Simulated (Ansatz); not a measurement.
Several settings on one geometry of Mn₂Cu⁻ (that of the charge -1 multiplicity 9, PBE-D4/def2-TZVPD). Ansatz on 4 threads of Arm Neoverse V2 on a shared host; times are rough.

```xyz
3

Cu    0.582   -0.278    1.158
Mn    0.937    0.514   -1.104
Mn   -1.519   -0.236   -0.054
```

Totals from different functionals, basis sets or treatments of relativity can't be compared as stabilities.

The 6-31G sets use Cartesian d functions.

Give the basis size and estimate the energy, ⟨S²⟩ and time of these runs.

```tsv
run	method	charge	state	further keys
1	UKS ωPBEh/def2-mTZVP	-1	multiplicity 9	pseudopotentials: {relativity: none}; forces asked
2	UKS r2SCAN-rVV10/6-31G	-1	multiplicity 9	final_grid: {core_spheres: 8, valence_spheres: 7, degree: 23}; accuracy: high
3	ROKS ωPBEh/6-31G*	-1	multiplicity 9	scf: {omitted_lower_state_checks: [starts]}
```


```csv
run,functions,energy (Eh),⟨S²⟩,wall time
1,99,-3941.8635,21.20,50 s
2,87,-3941.7024,21.69,2.8 min
3,108,-3941.1591,–,17 s
```

The highest occupied level of an anion often lies above zero with these methods, and sets without diffuse functions describe the outer electron poorly. At UKS ωPBEh/def2-mTZVP, UKS r2SCAN-rVV10/6-31G the charge -1 multiplicity 9 is spin-contaminated (final ⟨S²⟩ up to 21.69, 20.00 for a pure state).
